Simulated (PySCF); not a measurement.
CH5BF2Sn.
Bonds: C1–Sn2, Sn2–B3, B3–F4, B3–F5. Hydrogens: H6, H7, H8 on C1; H9, H10 on Sn2.

A GFN2-xTB structure was refined with PBE0-D3(BJ)/def2-SVP geometry optimisation, gas phase, def2 core potentials past Kr (PySCF). Its GFN2-xTB values:

```tsv
coordinate	GFN2-xTB
C1–Sn2	2.158 Å
C1–H6	1.119 Å
Sn2–B3	2.243 Å
Sn2–H9	1.686 Å
Sn2–H10	1.658 Å
B3–F4	1.330 Å
C1–Sn2–B3	112.2°
Sn2–B3–F4	125.3°
Sn2–B3–F5	124.4°
F4–B3–F5	110.3°
C1–Sn2–B3–F4	76°
```

**Question.** How do these coordinates change at the PBE0-D3(BJ)/def2-SVP level?

**Answer.** 
| coordinate | PBE0-D3(BJ)/def2-SVP (Å or °) | change |
| --- | --- | --- |
| Sn2–H10 | 1.716 | +0.058 |
| Sn2–H9 | 1.715 | +0.029 |
| C1–H6 | 1.098 | -0.021 |
| Sn2–B3 | 2.263 | +0.020 |
| B3–F4 | 1.319 | -0.011 |
| C1–Sn2 | 2.155 | -0.003 |
| F4–B3–F5 | 116.3 | +6.0 |
| Sn2–B3–F4 | 120.9 | -4.4 |
| C1–Sn2–B3 | 109.0 | -3.2 |
| Sn2–B3–F5 | 122.8 | -1.6 |
| C1–Sn2–B3–F4 | 72 | -4 |

The energy falls by 3.2 kcal/mol over 7 energy and gradient evaluations, the largest force component goes from 0.0317 to 2.8e-04 Eh/bohr, and the atoms move by 0.081 Å rms after alignment. The bond that changes most is Sn2–H10 (ends: tin bonded to B, C and 2 H; hydrogen on tin), which lengthens by 0.058 Å. Bonds longer at the end by more than 0.005 Å: 5 of 9; shorter: 2. Rotational constants go from 4869, 1350, 1271 to 4583, 1396, 1294 MHz.

The run used 107 basis functions and 45 SCF cycles in all. On an AMD EPYC 9B45 with one thread, on a shared host, this took 18 s of wall time and 0.45 GiB of memory at its peak.

PBE0-D3(BJ)/def2-SVP frequencies: not computed here. One conformer, not necessarily the lowest.

Conformer computed: `[CH3:1][SnH2:2][B:3]([F:4])[F:5]`: C1–Sn2–B3–F4 72°.
